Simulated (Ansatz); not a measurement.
Geometry optimisation, RKS B3LYP/def2-SVP (Ansatz).

Input:

```yaml
crystal:
  periodic: [false, false, false]
  atoms:
    - { symbol: Ge, position_ang: [0.0, 0.0, 0.0] }
    - { symbol: Cl, position_ang: [0.0, 0.0, 2.22] }
    - { symbol: F, position_ang: [1.5842, 0.0, -0.5594] }
    - { symbol: F, position_ang: [-0.7913, 1.3709, -0.5594] }
    - { symbol: O, position_ang: [-0.8337, -1.4443, -0.5894] }
    - { symbol: H, position_ang: [-1.2883, -1.91, 0.183] }
basis:
  gaussian: { orbitals: def2-SVP }
hamiltonian:
  xc: b3lyp
relax:
  f_tol: 0.02
  max_steps: 40
```

Run as:

```bash
$ ansatz run input.yaml --threads 2 --pin off --max-ram 3072MiB --backend cpu --events-out ev --progress --plain --runs-dir out
```

Question: Where does it end, and by what steps?

Answer: The forces met the threshold. After 5 steps the energy has fallen by 0.165 eV; H6 moved furthest, 0.08 Å.

| step | energy less start (eV) | largest force component (eV/Å) | accepted |
| --- | --- | --- | --- |
| 0 | 0.0000 | 2.022 | yes |
| 1 | -0.1379 | 0.802 | yes |
| 2 | -0.1622 | 0.157 | yes |
| 3 | -0.1638 | 0.073 | yes |
| 4 | -0.1646 | 0.040 | yes |
| 5 | -0.1649 | 0.009 | yes |

```xyz
6
Properties=species:S:1:pos:R:3
Ge -0.017 -0.033 0.060
Cl 0.024 0.050 2.192
F 1.580 0.011 -0.569
F -0.781 1.384 -0.545
O -0.812 -1.460 -0.557
H -1.323 -1.934 0.114
```

Whether the end is a true minimum wasn't checked by a vibrational analysis.

Time of the run: 19 s on 2 threads of Arm Neoverse V1, on a shared host, peak memory 0.22 GiB.
